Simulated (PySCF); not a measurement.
Compound: C8H5F.
Atom-mapped SMILES: `[CH:1]#[C:2][c:3]1[cH:4][cH:5][cH:6][c:7]([F:8])[cH:9]1` (hydrogens: H10 on C1; H11 on C4; H12 on C5; H13 on C6; H14 on C9)

Computed by this run: PBE0/def2-SV(P) geometry optimisation, gas phase (PySCF 2.14.0); density fitting, grid level 1; the optimiser is geomeTRIC in internal coordinates, started from a GFN2-xTB structure.

Step 0: E = -11071.0903 eV
```
atom  x, y, z in Å  |  force x, y, z in eV/Å
C1      3.3138    0.1862   -0.4250    0.279   0.022  -0.036
C2      2.1251    0.1160   -0.2733   -0.749  -0.044   0.098
C3      0.7231    0.0303   -0.0926    0.045  -0.010  -0.001
C4      0.1256   -1.1968    0.1975   -0.022  -0.066   0.015
C5     -1.2427   -1.2787    0.3732    0.013   0.068  -0.014
C6     -2.0352   -0.1479    0.2638    0.084   0.123  -0.033
C7     -1.4263    1.0613   -0.0230   -0.624   0.875  -0.086
F8     -2.1921    2.1681   -0.1301    0.411  -0.582   0.053
C9     -0.0631    1.1762   -0.2042   -0.218  -0.049   0.034
H10     4.3527    0.2511   -0.5576    1.117   0.063  -0.143
H11     0.7426   -2.0785    0.2826    0.283  -0.388   0.036
H12    -1.7001   -2.2303    0.5976   -0.230  -0.473   0.111
H13    -3.1042   -0.1916    0.3959   -0.546   0.021   0.063
H14     0.3801    2.1341   -0.4271    0.158   0.439  -0.097
```

Question: Estimate the geometry and energy of step 1. (The exact step hangs on the optimiser's Hessian estimate; all steps are aligned on step 0, rigid shifts and turns removed.)

Answer: E = -11071.1526 eV, largest force 0.193 eV/Å
```
atom  x, y, z in Å  |  force x, y, z in eV/Å
C1      3.3433    0.1940   -0.4301    0.191   0.012  -0.022
C2      2.1436    0.1178   -0.2735   -0.065   0.000   0.006
C3      0.7289    0.0277   -0.0903   -0.021  -0.001   0.003
C4      0.1225   -1.2064    0.1999    0.060  -0.059   0.005
C5     -1.2552   -1.2823    0.3757   -0.042  -0.082   0.020
C6     -2.0524   -0.1443    0.2661   -0.083   0.031   0.005
C7     -1.4419    1.0715   -0.0229    0.112  -0.137  -0.004
F8     -2.1876    2.1636   -0.1359   -0.100   0.121  -0.003
C9     -0.0702    1.1764   -0.2014    0.031   0.098  -0.019
H10     4.4102    0.2624   -0.5692   -0.101  -0.008   0.014
H11     0.7449   -2.1012    0.2844   -0.022   0.023   0.002
H12    -1.7208   -2.2475    0.6017    0.014   0.042  -0.007
H13    -3.1375   -0.1827    0.4003    0.040   0.001  -0.007
H14     0.3716    2.1506   -0.4266   -0.015  -0.039   0.006
```

The energy changes by -0.0623 eV. The first-order estimate −F·Δx gives -0.1325 eV and the mean of the old and new forces, exact on a quadratic surface, -0.0630 eV. The step makes an angle of 50° with the force vector and moves no atom by more than 0.060 Å.

What follows is the cost of the whole optimisation. Time: 35 s; peak memory 0.60 GiB. Hardware: Intel Xeon 6975P-C, one thread, no GPU, shared host with 192 logical CPUs at a one-minute load of 119.
